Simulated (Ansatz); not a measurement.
Relaxation of the cluster PAu8⁻ with RKS PBE0-D4/def2-SVPD.

```sh
$ ansatz run in.yaml --threads 4 --pin off --events-out ev --progress --plain --max-ram 4787MiB
```

```yaml
crystal:
  periodic: [false, false, false]
  atoms:
    - {symbol: P, position_ang: [0.979300, -1.809900, -1.500800]}
    - {symbol: Au, position_ang: [-1.375700, -0.925100, -2.169700]}
    - {symbol: Au, position_ang: [2.869200, -0.415600, 0.700500]}
    - {symbol: Au, position_ang: [1.928600, 0.665800, -1.758100]}
    - {symbol: Au, position_ang: [2.509200, -3.926600, 0.018700]}
    - {symbol: Au, position_ang: [3.375300, -1.792800, -1.491500]}
    - {symbol: Au, position_ang: [0.385600, -4.342700, -1.382700]}
    - {symbol: Au, position_ang: [0.000000, 0.000000, 0.000000]}
    - {symbol: Au, position_ang: [0.069800, -2.496800, 0.729900]}
basis:
  gaussian: {orbitals: def2-SVPD}
total_charge: -1
hamiltonian: {xc: pbe0, dispersion: d4}
scf: {lower_state_search: "off"}
output: {orbitals: {seedname: orbitals}}
relax: {f_tol: 0.02, max_steps: 100}
```

It took 15 min on 4 threads of Arm Neoverse V1 on a shared host, peak host memory 2 GiB.

Positions (Å) and forces (eV/Å) at steps 1, 2, 3, 4, 5, 6, 7, 8, 9, 10, 11, 12, 13, 14, 15, 16, 17, 18, 19, 20, 21, 22, 23, 24, 25, 26, 27 of 27:

```xyz
9
step=1 energy=-38836.0662 eV
P     0.979   -1.810   -1.501   -2.187   -0.096   -0.643
Au   -1.376   -0.925   -2.170    0.395   -0.333   -0.066
Au    2.869   -0.416    0.701    0.059    0.713    0.930
Au    1.929    0.666   -1.758    0.026    0.507   -0.388
Au    2.509   -3.927    0.019    1.051   -0.072    0.591
Au    3.375   -1.793   -1.492    1.105   -0.706   -0.045
Au    0.386   -4.343   -1.383   -0.983   -0.094   -0.710
Au    0.000    0.000    0.000    0.125    0.995    0.157
Au    0.070   -2.497    0.730    0.410   -0.913    0.174
9
step=2 energy=-38836.7787 eV
P     0.853   -1.813   -1.562   -1.667    0.020   -0.200
Au   -1.384   -0.948   -2.188    0.538   -0.279   -0.014
Au    2.892   -0.253    0.805   -0.100    0.217   -0.075
Au    1.932    0.717   -1.822    0.015   -0.090   -0.082
Au    2.601   -4.014    0.056    0.009   -0.098   -0.045
Au    3.361   -1.868   -1.412    0.193    0.022    0.616
Au    0.279   -4.349   -1.469    0.036    0.278   -0.088
Au    0.037    0.081    0.007    0.484   -0.086    0.165
Au    0.172   -2.596    0.732    0.493    0.014   -0.277
9
step=3 energy=-38837.2286 eV
P     0.666   -1.813   -1.623   -0.458   -0.374    0.042
Au   -1.371   -0.960   -2.224   -0.265    0.086   -0.276
Au    2.901   -0.128    0.860   -0.073   -0.011   -0.246
Au    1.929    0.689   -1.872   -0.033   -0.108   -0.024
Au    2.634   -4.105    0.058   -0.051   -0.222   -0.029
Au    3.293   -1.889   -1.275   -0.019    0.362    0.609
Au    0.262   -4.311   -1.527    0.071    0.152   -0.114
Au    0.114    0.084    0.039    0.460   -0.062    0.171
Au    0.314   -2.613    0.710    0.367    0.177   -0.133
9
step=4 energy=-38837.5655 eV
P     0.496   -1.863   -1.670   -0.052   -0.404    0.136
Au   -1.452   -0.902   -2.319   -0.237    0.192   -0.119
Au    2.925   -0.019    0.896    0.036   -0.033   -0.099
Au    1.921    0.652   -1.911   -0.043   -0.084   -0.054
Au    2.660   -4.223    0.042   -0.095   -0.117   -0.102
Au    3.237   -1.858   -1.091   -0.163    0.250    0.488
Au    0.267   -4.312   -1.574    0.066    0.121   -0.080
Au    0.207    0.074    0.070    0.155   -0.083   -0.050
Au    0.481   -2.592    0.703    0.332    0.158   -0.120
9
step=5 energy=-38837.7769 eV
P     0.406   -1.941   -1.693   -0.116   -0.152   -0.047
Au   -1.490   -0.826   -2.335    0.004    0.099    0.031
Au    2.923    0.068    0.931    0.066    0.153    0.171
Au    1.913    0.617   -1.958    0.017   -0.052   -0.118
Au    2.660   -4.323   -0.008   -0.038   -0.024   -0.141
Au    3.169   -1.819   -0.913   -0.122   -0.069    0.213
Au    0.265   -4.326   -1.614    0.015   -0.016   -0.032
Au    0.249    0.060    0.041   -0.088    0.018   -0.066
Au    0.646   -2.553    0.696    0.261    0.043   -0.012
9
step=6 energy=-38837.8963 eV
P     0.331   -2.036   -1.719   -0.030    0.076   -0.082
Au   -1.473   -0.727   -2.310    0.059    0.047    0.085
Au    2.891    0.176    1.012   -0.048    0.172    0.180
Au    1.912    0.558   -2.029    0.043   -0.109   -0.093
Au    2.665   -4.405   -0.118    0.002    0.067   -0.127
Au    3.109   -1.784   -0.734    0.210   -0.104   -0.117
Au    0.226   -4.379   -1.635   -0.027   -0.121    0.036
Au    0.255    0.063   -0.015   -0.097    0.008    0.001
Au    0.826   -2.508    0.692   -0.112   -0.036    0.118
9
step=7 energy=-38837.9713 eV
P     0.302   -2.085   -1.735    0.013    0.137    0.006
Au   -1.438   -0.663   -2.278   -0.008   -0.011    0.044
Au    2.832    0.306    1.086   -0.120   -0.048   -0.079
Au    1.921    0.422   -2.082   -0.027   -0.167   -0.049
Au    2.670   -4.390   -0.292   -0.003    0.248   -0.064
Au    3.234   -1.727   -0.597    0.062   -0.163    0.151
Au    0.108   -4.432   -1.601    0.023   -0.044    0.026
Au    0.246    0.045   -0.040    0.062    0.054    0.103
Au    0.865   -2.518    0.685   -0.002   -0.007   -0.138
9
step=8 energy=-38838.0857 eV
P     0.278   -2.073   -1.758    0.006    0.221   -0.032
Au   -1.467   -0.624   -2.224   -0.052   -0.013    0.041
Au    2.773    0.363    1.113   -0.100   -0.101   -0.184
Au    1.921    0.233   -2.123   -0.145   -0.300   -0.002
Au    2.685   -4.349   -0.395   -0.022    0.178   -0.046
Au    3.373   -1.726   -0.461    0.069   -0.135    0.297
Au    0.070   -4.435   -1.595    0.092   -0.059   -0.045
Au    0.230    0.072   -0.035    0.066    0.184    0.127
Au    0.879   -2.504    0.624    0.086    0.026   -0.156
9
step=9 energy=-38838.2759 eV
P     0.239   -2.055   -1.782    0.049    0.229   -0.002
Au   -1.511   -0.589   -2.174   -0.068    0.039    0.077
Au    2.734    0.400    1.101   -0.087   -0.095   -0.223
Au    1.900    0.041   -2.132   -0.228   -0.455    0.042
Au    2.691   -4.324   -0.459   -0.082    0.136   -0.071
Au    3.501   -1.747   -0.321    0.083   -0.151    0.336
Au    0.077   -4.439   -1.632    0.216   -0.049   -0.091
Au    0.201    0.134   -0.019   -0.008    0.253    0.125
Au    0.909   -2.464    0.564    0.125    0.093   -0.193
9
step=10 energy=-38838.5315 eV
P     0.192   -2.044   -1.799   -0.003    0.085    0.012
Au   -1.551   -0.547   -2.121   -0.071    0.094    0.110
Au    2.706    0.428    1.060   -0.095   -0.090   -0.239
Au    1.865   -0.150   -2.117   -0.194   -0.491    0.081
Au    2.691   -4.304   -0.510   -0.101    0.097   -0.085
Au    3.615   -1.783   -0.182    0.061   -0.150    0.308
Au    0.118   -4.448   -1.689    0.305   -0.012   -0.141
Au    0.162    0.212    0.000   -0.052    0.305    0.121
Au    0.943   -2.408    0.505    0.149    0.163   -0.167
9
step=11 energy=-38838.8084 eV
P     0.114   -2.059   -1.810   -0.081   -0.153    0.068
Au   -1.589   -0.493   -2.061   -0.047    0.126    0.145
Au    2.685    0.448    1.004   -0.111   -0.123   -0.244
Au    1.834   -0.340   -2.085   -0.101   -0.380    0.126
Au    2.689   -4.283   -0.551   -0.076    0.094   -0.076
Au    3.718   -1.825   -0.041   -0.012   -0.137    0.242
Au    0.186   -4.469   -1.773    0.315    0.061   -0.174
Au    0.123    0.309    0.015   -0.034    0.296    0.050
Au    0.981   -2.332    0.448    0.146    0.216   -0.136
9
step=12 energy=-38839.0841 eV
P     0.027   -2.114   -1.794   -0.252   -0.224    0.067
Au   -1.606   -0.435   -1.989    0.039    0.052    0.159
Au    2.658    0.436    0.928   -0.098   -0.098   -0.177
Au    1.798   -0.522   -2.026    0.028   -0.164    0.074
Au    2.673   -4.268   -0.565    0.040    0.041   -0.030
Au    3.773   -1.878    0.058    0.108   -0.079    0.187
Au    0.310   -4.485   -1.900    0.137    0.067   -0.232
Au    0.085    0.448    0.024   -0.025    0.205   -0.047
Au    1.022   -2.227    0.411    0.023    0.199   -0.001
9
step=13 energy=-38839.2718 eV
P    -0.081   -2.188   -1.740    0.072   -0.121    0.125
Au   -1.616   -0.408   -1.907   -0.035    0.017    0.067
Au    2.630    0.414    0.849   -0.025   -0.088   -0.094
Au    1.780   -0.669   -1.988   -0.092   -0.146   -0.032
Au    2.662   -4.235   -0.586   -0.023    0.122   -0.011
Au    3.846   -1.927    0.176    0.009   -0.066    0.134
Au    0.409   -4.489   -2.069    0.066    0.113   -0.138
Au    0.070    0.583   -0.010    0.017    0.109   -0.036
Au    1.042   -2.125    0.421    0.012    0.061   -0.015
9
step=14 energy=-38839.3713 eV
P    -0.089   -2.231   -1.628   -0.032   -0.116    0.014
Au   -1.656   -0.497   -1.816   -0.079    0.101    0.045
Au    2.625    0.400    0.800   -0.013   -0.038   -0.021
Au    1.784   -0.809   -2.027   -0.038   -0.043   -0.044
Au    2.631   -4.125   -0.706   -0.035    0.122    0.026
Au    3.875   -1.983    0.365    0.002   -0.049    0.101
Au    0.423   -4.442   -2.236    0.076   -0.023   -0.046
Au    0.099    0.687   -0.113    0.052    0.001    0.003
Au    1.049   -2.044    0.506    0.070    0.044   -0.076
9
step=15 energy=-38839.4265 eV
P    -0.147   -2.283   -1.607    0.063    0.129    0.034
Au   -1.694   -0.488   -1.738    0.011   -0.007    0.023
Au    2.636    0.385    0.779    0.024   -0.051    0.020
Au    1.733   -0.881   -2.105   -0.179   -0.092   -0.086
Au    2.635   -4.040   -0.758    0.018    0.171    0.079
Au    3.914   -2.028    0.551   -0.121   -0.087    0.045
Au    0.461   -4.445   -2.306    0.053   -0.023    0.000
Au    0.137    0.729   -0.154    0.038   -0.046    0.010
Au    1.067   -1.994    0.484    0.092    0.005   -0.127
9
step=16 energy=-38839.4938 eV
P    -0.201   -2.306   -1.594    0.128    0.112   -0.001
Au   -1.720   -0.472   -1.677   -0.012   -0.009    0.003
Au    2.666    0.352    0.781    0.051    0.045    0.097
Au    1.622   -0.918   -2.254   -0.210   -0.104   -0.114
Au    2.663   -3.947   -0.768    0.008   -0.068   -0.031
Au    3.913   -2.090    0.735   -0.027   -0.005    0.085
Au    0.511   -4.434   -2.331    0.035   -0.002    0.031
Au    0.184    0.727   -0.174    0.015   -0.002    0.034
Au    1.104   -1.956    0.429    0.012    0.032   -0.104
9
step=17 energy=-38839.5595 eV
P    -0.242   -2.326   -1.594    0.175    0.114   -0.016
Au   -1.726   -0.456   -1.623   -0.009   -0.007   -0.010
Au    2.678    0.351    0.865    0.061    0.077    0.142
Au    1.516   -0.963   -2.418   -0.236   -0.104   -0.112
Au    2.688   -3.925   -0.761    0.021   -0.142   -0.043
Au    3.898   -2.121    0.842    0.004    0.020    0.065
Au    0.551   -4.433   -2.337    0.019    0.016    0.043
Au    0.228    0.736   -0.178    0.008    0.008    0.025
Au    1.150   -1.906    0.349   -0.042    0.017   -0.093
9
step=18 energy=-38839.6290 eV
P    -0.276   -2.337   -1.614    0.186    0.099    0.007
Au   -1.712   -0.427   -1.578   -0.026   -0.009   -0.036
Au    2.670    0.354    0.984    0.051    0.065    0.138
Au    1.410   -1.007   -2.581   -0.211   -0.069   -0.130
Au    2.721   -3.951   -0.728    0.009   -0.160   -0.035
Au    3.882   -2.131    0.894    0.040    0.032    0.065
Au    0.588   -4.439   -2.314   -0.004    0.019    0.018
Au    0.258    0.757   -0.153   -0.002    0.015    0.019
Au    1.199   -1.863    0.237   -0.043    0.008   -0.047
9
step=19 energy=-38839.6850 eV
P    -0.288   -2.345   -1.622    0.269    0.101    0.032
Au   -1.684   -0.408   -1.579   -0.073    0.027   -0.020
Au    2.669    0.353    1.068    0.047    0.048    0.123
Au    1.285   -1.005   -2.737   -0.187   -0.107   -0.041
Au    2.729   -3.993   -0.667    0.016   -0.164   -0.033
Au    3.889   -2.139    0.932    0.037    0.037    0.059
Au    0.618   -4.437   -2.301   -0.007    0.014    0.011
Au    0.266    0.759   -0.107   -0.013    0.032    0.012
Au    1.259   -1.828    0.160   -0.088    0.010   -0.143
9
step=20 energy=-38839.7363 eV
P    -0.296   -2.338   -1.633    0.265    0.106    0.014
Au   -1.687   -0.393   -1.563    0.013    0.045    0.027
Au    2.665    0.360    1.187   -0.078   -0.069   -0.011
Au    1.173   -1.027   -2.895   -0.156   -0.108   -0.025
Au    2.751   -4.072   -0.609   -0.040    0.068    0.045
Au    3.891   -2.144    0.973   -0.060    0.000   -0.016
Au    0.640   -4.428   -2.283    0.008    0.017    0.026
Au    0.270    0.777   -0.070    0.021   -0.031    0.035
Au    1.336   -1.778    0.040    0.027   -0.029   -0.095
9
step=21 energy=-38839.7767 eV
P    -0.275   -2.329   -1.641    0.063    0.016    0.034
Au   -1.637   -0.361   -1.557   -0.006    0.037    0.031
Au    2.651    0.350    1.251   -0.042   -0.046    0.013
Au    1.096   -1.117   -3.056   -0.025   -0.036   -0.096
Au    2.744   -4.073   -0.577   -0.007    0.035    0.020
Au    3.886   -2.142    0.994   -0.020   -0.003    0.007
Au    0.650   -4.434   -2.268   -0.003   -0.002    0.009
Au    0.238    0.789    0.045    0.004   -0.030    0.014
Au    1.388   -1.727   -0.046    0.035    0.029   -0.033
9
step=22 energy=-38839.8016 eV
P    -0.260   -2.311   -1.644    0.118    0.121   -0.122
Au   -1.622   -0.334   -1.529    0.046   -0.025    0.008
Au    2.631    0.334    1.327   -0.023   -0.027    0.015
Au    1.053   -1.212   -3.219   -0.137   -0.117    0.095
Au    2.746   -4.060   -0.565   -0.003    0.026    0.004
Au    3.886   -2.144    1.026   -0.026   -0.001   -0.001
Au    0.646   -4.436   -2.252   -0.004    0.016    0.023
Au    0.221    0.793    0.119    0.008   -0.021    0.013
Au    1.441   -1.674   -0.117    0.020    0.028   -0.034
9
step=23 energy=-38839.8173 eV
P    -0.241   -2.287   -1.671   -0.003   -0.022    0.085
Au   -1.590   -0.312   -1.513    0.016    0.015    0.020
Au    2.613    0.310    1.404   -0.012   -0.020    0.008
Au    0.943   -1.294   -3.365    0.039    0.022   -0.068
Au    2.771   -4.048   -0.548   -0.042    0.005   -0.034
Au    3.873   -2.148    1.071   -0.015    0.005    0.001
Au    0.659   -4.431   -2.224    0.010   -0.013    0.021
Au    0.229    0.802    0.176   -0.031   -0.024   -0.021
Au    1.483   -1.634   -0.183    0.038    0.032   -0.012
9
step=24 energy=-38839.8124 eV rejected
P    -0.223   -2.290   -1.634    0.008    0.012   -0.076
Au   -1.566   -0.311   -1.513   -0.020   -0.004    0.005
Au    2.562    0.277    1.500    0.019    0.019   -0.020
Au    0.905   -1.348   -3.402   -0.001   -0.009   -0.069
Au    2.781   -4.008   -0.607    0.003   -0.020    0.032
Au    3.851   -2.163    1.105    0.034    0.001   -0.014
Au    0.620   -4.462   -2.185   -0.001    0.023    0.006
Au    0.234    0.813    0.173    0.001   -0.006    0.037
Au    1.578   -1.551   -0.291   -0.043   -0.017    0.099
9
step=25 energy=-38839.8197 eV
P    -0.195   -2.264   -1.707   -0.026   -0.022    0.061
Au   -1.597   -0.337   -1.476    0.019    0.002   -0.012
Au    2.592    0.296    1.450    0.001    0.002    0.010
Au    0.941   -1.289   -3.445    0.011   -0.009   -0.016
Au    2.770   -4.033   -0.566   -0.018    0.000   -0.002
Au    3.866   -2.155    1.088    0.006   -0.003    0.005
Au    0.615   -4.466   -2.163    0.012    0.029   -0.011
Au    0.227    0.803    0.182   -0.013   -0.010    0.004
Au    1.521   -1.599   -0.217    0.008    0.011   -0.039
9
step=26 energy=-38839.8220 eV
P    -0.201   -2.265   -1.677    0.004    0.043   -0.052
Au   -1.568   -0.308   -1.495    0.017   -0.012    0.006
Au    2.589    0.295    1.479   -0.009   -0.012   -0.005
Au    0.915   -1.377   -3.484   -0.027   -0.018    0.049
Au    2.753   -4.027   -0.557    0.016    0.007   -0.003
Au    3.870   -2.150    1.087    0.000    0.000   -0.002
Au    0.629   -4.448   -2.195    0.000   -0.003    0.008
Au    0.203    0.798    0.243    0.019   -0.022   -0.019
Au    1.552   -1.563   -0.254   -0.018    0.018    0.017
9
step=27 energy=-38839.8229 eV
P    -0.207   -2.263   -1.680   -0.001   -0.002    0.009
Au   -1.572   -0.308   -1.499   -0.002    0.008    0.003
Au    2.585    0.290    1.484   -0.003   -0.007   -0.005
Au    0.921   -1.371   -3.469    0.005    0.004   -0.006
Au    2.762   -4.017   -0.570    0.007   -0.013   -0.005
Au    3.874   -2.148    1.083   -0.007    0.002   -0.004
Au    0.623   -4.449   -2.185    0.004   -0.005    0.002
Au    0.214    0.795    0.224   -0.010    0.013   -0.002
Au    1.541   -1.572   -0.241    0.005    0.000    0.006
```

In the def2 sets Au takes a core potential; there is no spin–orbit coupling. The structure comes from a short search, and lower isomers may exist.
